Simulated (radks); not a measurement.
Polarisability of the lithium ion Li2+, 1s1, at imaginary frequency. Method: scalar-relativistic Kohn-Sham, LDA (Slater exchange, VWN5 correlation), spin-polarised, spherical densities, finite nucleus; open shells are filled with parallel spins first; Fermi nuclear charge, rms radius 2.444 fm; computed with a radial shooting solver on a logarithmic mesh with Libxc functionals. Response by self-consistent Sternheimer equations with the Hartree and adiabatic LDA kernel, the relativistic mass of each level held fixed and spin-orbit coupling left out.

w (hartree)  alpha1(iw) (bohr^3)  alpha2(iw) (bohr^5)
0.00266                  0.06139              0.02507
0.0143                   0.06139              0.02507
0.0360                   0.06138              0.02507
0.0697                   0.06137              0.02506
0.118                    0.06132              0.02505
0.186                    0.06121              0.02503
0.280                    0.06099              0.02497
0.413                    0.06053              0.02486
0.605                    0.05958              0.02463
0.892                    0.05761              0.02413
1.35                     0.05347              0.02305
2.12                     0.04514              0.02067
3.59                     0.03081              0.01578
6.94                     0.01380             0.008248
17.5                    0.002915             0.001963

Static values: alpha1 = 0.06139 bohr^3 (0.009097 angstrom^3; uncoupled 0.06116), alpha2 = 0.02507 bohr^5, alpha3 = 0.02637 bohr^7. C6 = 0.01025, C8 = 0.02380, triple-dipole C9 = 0.0004650 atomic units. One-pole (London) frequency 4 C6 / (3 alpha1^2) = 3.627 hartree, against 3.749 for minus the highest occupied eigenvalue.
